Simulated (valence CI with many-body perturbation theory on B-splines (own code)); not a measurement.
# Cd⁴³⁺: electric-dipole lines

Computed by valence CI with perturbative core correlation (CI+MBPT): three valence electrons over a frozen Dirac-Fock core [He], radial functions for each j: 11 s, 11 p, 9 d, 7 f, 5 g, 2 h, 1 i, with the one-electron correlation potential Σ1, the two-electron term Σ2, the three-electron term Σ3, Breit, model QED; selected CI, second order for the rest (own B-spline code, finite nucleus).

The last digits are not significant, and no measured levels were compared; by estimate large intervals hold to a few tenths of a per cent, small ones and those within an open d or f shell to about a per cent.

Lines 51 to 100 of 272 in falling wavelength, among levels below 37309 × 10³ cm⁻¹, chosen from the strongest by gf and those to the six lowest levels. Wavelengths and rates use the calculated energies. Electric multipoles are in the length gauge, E1 and E2 with the static RPA response of the core. Weak lines are less certain than strong ones. Lines between different terms over intervals too small for the method are left out, as are lines whose strength nearly cancels. The highest levels of a list are the least certain.

Levels are named by their leading jj configuration (3d3/2^4 stands for four electrons in 3d with j = 3/2), which in mixed levels can hold well under half, so a name can repeat and another be missing. Letters in brackets count levels of one name in rising energy.

| λ vac (Å) | Upper | Lower | A (s⁻¹) | S (a.u.) |
| --- | --- | --- | --- | --- |
| 64.18 | (2p1/2^2 2p3/2) J=3/2 | (2s 2p1/2 2p3/2) J=5/2 | 3.69e+10 | 1.93e-02 |
| 56.10 | (2p1/2^2 2p3/2) J=3/2 | (2s 2p1/2 2p3/2) J=3/2 [a] | 1.38e+10 | 4.80e-03 |
| 37.77 | (2s 2p3/2^2) J=5/2 | (2s^2 2p3/2) J=3/2 | 6.33e+10 | 1.01e-02 |
| 37.11 | (2p1/2 2p3/2^2) J=3/2 | (2s 2p1/2 2p3/2) J=1/2 | 1.46e+11 | 1.47e-02 |
| 36.85 | (2p1/2 2p3/2^2) J=3/2 | (2s 2p1/2 2p3/2) J=3/2 [b] | 3.14e+10 | 3.11e-03 |
| 35.00 | (2p3/2^3) J=3/2 | (2s 2p3/2^2) J=3/2 | 4.33e+11 | 3.66e-02 |
| 35.00 | (2p1/2 2p3/2^2) J=5/2 | (2s 2p1/2 2p3/2) J=3/2 [b] | 1.65e+11 | 2.10e-02 |
| 34.94 | (2p1/2 2p3/2 3d5/2) J=9/2 | (2s 2p1/2 3d5/2) J=7/2 | 1.26e+11 | 2.66e-02 |
| 34.81 | (2p1/2 2p3/2 3p3/2) J=7/2 | (2s 2p1/2 3p3/2) J=5/2 | 1.59e+11 | 2.65e-02 |
| 34.80 | (2p1/2 2p3/2 3d5/2) J=7/2 | (2s 2p1/2 3d5/2) J=5/2 [a] | 1.38e+11 | 2.29e-02 |
| 34.64 | (2p1/2 2p3/2 3d3/2) J=5/2 [b] | (2s 2p1/2 3d3/2) J=3/2 [b] | 9.64e+10 | 1.19e-02 |
| 34.50 | (2p1/2 2p3/2 3p3/2) J=5/2 [a] | (2s 2p1/2 3p3/2) J=3/2 [a] | 1.42e+11 | 1.72e-02 |
| 34.40 | (2s 2p3/2 3d5/2) J=7/2 [b] | (2s^2 3d5/2) J=5/2 | 2.25e+11 | 3.62e-02 |
| 34.20 | (2p1/2 2p3/2 3d3/2) J=7/2 | (2s 2p1/2 3d3/2) J=5/2 | 1.24e+11 | 1.96e-02 |
| 34.05 | (2p1/2 2p3/2 3p1/2) J=5/2 | (2s^2 3d3/2) J=3/2 | 1.92e+11 | 2.24e-02 |
| 34.05 | (2p1/2 2p3/2 3p1/2) J=3/2 [b] | (2s 2p1/2 3p1/2) J=1/2 [b] | 1.71e+11 | 1.34e-02 |
| 33.83 | (2p1/2 2p3/2 3d3/2) J=3/2 [a] | (2s 2p1/2 3d3/2) J=3/2 [a] | 1.63e+11 | 1.24e-02 |
| 33.83 | (2s 2p3/2 3p3/2) J=5/2 [b] | (2s 2p1/2 3s) J=3/2 | 1.97e+11 | 2.26e-02 |
| 33.79 | (2p1/2 2p3/2 3s) J=5/2 | (2s^2 3p3/2) J=3/2 | 2.03e+11 | 2.31e-02 |
| 33.67 | (2s 2p3/2 3d3/2) J=5/2 [b] | (2s 2p1/2 3p1/2) J=3/2 | 1.86e+11 | 2.10e-02 |
| 33.59 | (2s 2p3/2 3p1/2) J=1/2 | (2s^2 3p1/2) J=1/2 | 3.18e+11 | 1.19e-02 |
| 33.57 | (2s 2p3/2 3s) J=1/2 | (2s^2 3s) J=1/2 | 3.16e+11 | 1.18e-02 |
| 33.43 | (2s 2p3/2 3d5/2) J=5/2 [b] | (2s^2 3d5/2) J=5/2 | 2.87e+11 | 3.17e-02 |
| 33.37 | (2s 2p3/2 3s) J=3/2 [b] | (2s^2 3s) J=1/2 | 2.72e+11 | 1.99e-02 |
| 33.32 | (2s 2p3/2 3p1/2) J=3/2 [b] | (2s^2 3p1/2) J=1/2 | 2.13e+11 | 1.56e-02 |
| 33.19 | (2s 2p3/2 3d5/2) J=3/2 [b] | (2s^2 3d5/2) J=5/2 | 3.34e+11 | 2.41e-02 |
| 32.58 | (2p1/2 2p3/2^2) J=3/2 | (2s 2p1/2 2p3/2) J=5/2 | 3.16e+10 | 2.15e-03 |
| 32.48 | (2s 2p1/2 2p3/2) J=3/2 [b] | (2s^2 2p1/2) J=1/2 | 2.84e+11 | 1.92e-02 |
| 32.28 | (2s 2p1/2 2p3/2) J=1/2 | (2s^2 2p1/2) J=1/2 | 3.95e+11 | 1.31e-02 |
| 31.97 | (2p1/2 2p3/2^2) J=1/2 | (2s 2p1/2 2p3/2) J=3/2 [b] | 3.97e+11 | 1.28e-02 |
| 31.60 | (2s 2p3/2^2) J=1/2 | (2s^2 2p3/2) J=3/2 | 3.31e+11 | 1.03e-02 |
| 31.51 | (2s 2p3/2^2) J=3/2 | (2s^2 2p3/2) J=3/2 | 5.37e+11 | 3.32e-02 |
| 31.44 | (2p1/2^2 2p3/2) J=3/2 | (2s 2p1/2^2) J=1/2 | 2.04e+11 | 1.25e-02 |
| 31.13 | (2p1/2 2p3/2^2) J=5/2 | (2s 2p1/2 2p3/2) J=5/2 | 2.01e+11 | 1.79e-02 |
| 30.37 | (2p1/2 2p3/2^2) J=3/2 | (2s 2p1/2 2p3/2) J=3/2 [a] | 2.38e+11 | 1.32e-02 |
| 29.10 | (2p1/2 2p3/2^2) J=5/2 | (2s 2p1/2 2p3/2) J=3/2 [a] | 3.98e+09 | 2.91e-04 |
| 21.38 | (2p3/2^3) J=3/2 | (2s 2p1/2 2p3/2) J=3/2 [b] | 1.19e+10 | 2.30e-04 |
| 20.41 | (2s 2p3/2^2) J=3/2 | (2s^2 2p1/2) J=1/2 | 1.33e+10 | 2.24e-04 |
| 3.396 | (2s^2 3p1/2) J=1/2 | (2s 2p1/2 2p3/2) J=3/2 [b] | 1.08e+12 | 4.18e-05 |
| 3.354 | (2s 2p1/2 3s) J=1/2 [a] | (2s 2p1/2 2p3/2) J=3/2 [b] | 1.82e+12 | 6.76e-05 |
| 3.347 | (2s 2p1/2 3s) J=3/2 | (2s 2p1/2 2p3/2) J=3/2 [b] | 1.33e+12 | 9.83e-05 |
| 3.330 | (2s^2 3p3/2) J=3/2 | (2s 2p1/2 2p3/2) J=3/2 [b] | 1.92e+12 | 1.40e-04 |
| 3.324 | (2s 2p1/2 3s) J=1/2 [b] | (2s 2p1/2 2p3/2) J=3/2 [b] | 1.55e+13 | 5.61e-04 |
| 3.319 | (2p1/2 2p3/2 3s) J=5/2 | (2p1/2 2p3/2^2) J=5/2 | 1.04e+13 | 1.13e-03 |
| 3.308 | (2s 2p1/2 3s) J=3/2 | (2s 2p1/2 2p3/2) J=5/2 | 1.35e+13 | 9.65e-04 |
| 3.306 | (2s 2p3/2 3s) J=5/2 | (2s 2p3/2^2) J=5/2 | 1.40e+13 | 1.50e-03 |
| 3.292 | (2s 2p3/2 3s) J=3/2 [a] | (2s 2p3/2^2) J=5/2 | 2.42e+13 | 1.71e-03 |
| 3.291 | (2s^2 3p3/2) J=3/2 | (2s 2p1/2 2p3/2) J=5/2 | 9.65e+12 | 6.79e-04 |
| 3.290 | (2s 2p1/2 3s) J=1/2 [a] | (2s 2p1/2 2p3/2) J=3/2 [a] | 2.78e+13 | 9.76e-04 |
| 3.289 | (2s^2 3s) J=1/2 | (2s^2 2p3/2) J=3/2 | 2.85e+13 | 1.00e-03 |
